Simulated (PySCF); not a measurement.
From PBE0 to CCSD(T): MCl along the fifth-period p block

PBE0 and CCSD(T) in PySCF with x2c-SVPall on every atom, spin-free X2C, for the lowest determinant that a PBE0 search found; no spin–orbit coupling.

| molecule | state (unpaired electrons) | PBE0 Re (Å) | PBE0 ωe (cm⁻¹) | PBE0 De (eV) | CCSD(T) Re (Å) | CCSD(T) ωe (cm⁻¹) | CCSD(T) De (eV) |
| --- | --- | --- | --- | --- | --- | --- | --- |
| SnCl | doublet (π ↑) | 2.387 | 360 | 3.87 | 2.396 | 360 | 3.34 |
| SbCl | triplet (π ↑↑) | 2.371 | 371 | 3.06 | ? | ? | ? |
| TeCl | doublet (π ↑) | 2.350 | 384 | 2.64 | 2.382 | 364 | 2.07 |
| ICl | singlet (closed shell) | 2.361 | 382 | 2.21 | 2.401 | 354 | 1.77 |

(1) Estimate the CCSD(T) values of SbCl by adding the mean shift from PBE0 to CCSD(T) of the other rows, and compare with the calculation.

(2) What are the mean differences of PBE0 from CCSD(T) over the whole series?

In a basis of this size CCSD(T) is itself not converged; it tends to give bonds that are too long and too weak.

Correlated steps freeze 23 core orbitals. Correlated levels converge slowly with the basis: in double zeta they bind strong bonds too weakly, by up to about 1 eV, and carry superposition errors of some tenths. These are scalar-relativistic numbers at best; spin–orbit coupling would shift them, the dissociation energy most. Where the molecule has an RHF reference, its open-shell atoms are computed with UHF. States were picked by a PBE0 search and need not be the measured ground states.

Answers

(1) The mean shifts are +2.7 pm, -16 cm⁻¹ and -0.51 eV, which give 2.398 Å, 355 cm⁻¹ and 2.55 eV. CCSD(T)/x2c-SVPall gives Re = 2.395 Å, ωe = 359 cm⁻¹, De = 2.40 eV.

(2) Re -2.6 pm, ωe +15 cm⁻¹, De +0.55 eV.
